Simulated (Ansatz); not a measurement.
Consider the redistribution: `NC[SiH2]N` + `N[Si@H](O)O[Si@@H](N)O` → `N[SiH2]O[SiH](N)O` + `NC[SiH](N)O`.

Gas-phase electronic energies from Ansatz, PBE0-D4/def2-TZVP geometries. CBS: MP2 limit from def2 TZ/QZ plus the TZ coupled-cluster correction, frozen cores. DFT in def2-TZVPP. B3LYP here is the variant with VWN-RPA as its local correlation; programs differ in this. One conformer a species, not always the lowest.

```tsv
level	ΔE (kJ/mol)	difference from CCSD(T)/CBS
r2SCAN-D4	5.2	0.0
PBE0-D4	4.5	-0.7
ωB97M-V	3.4	-1.8
PBE0	6.3	1.1
B3LYP	8.1	2.9
HF/def2-TZVPP	12.0	6.8
CCSD/def2-TZVPP	6.2	1.0
CCSD(T)/def2-TZVPP	4.8	-0.4
MP2/CBS(def2)	4.4	-0.8
CCSD/CBS(def2)	6.7	1.5
CCSD(T)/CBS	5.2	0
```

Largest T1 diagnostic among the species: 0.011.

The D4 term adds −3.4 kJ/mol with B3LYP and −1.8 kJ/mol with PBE0; it sums over pairs of atoms, weighted by their polarisabilities, and B3LYP, whose exchange is more repulsive, gets the larger term. In def2-TZVPP, CCSD(T) changes the Hartree–Fock value by −7.3 kJ/mol (the triples alone add −1.5 kJ/mol) and MP2 by −8.2 kJ/mol.
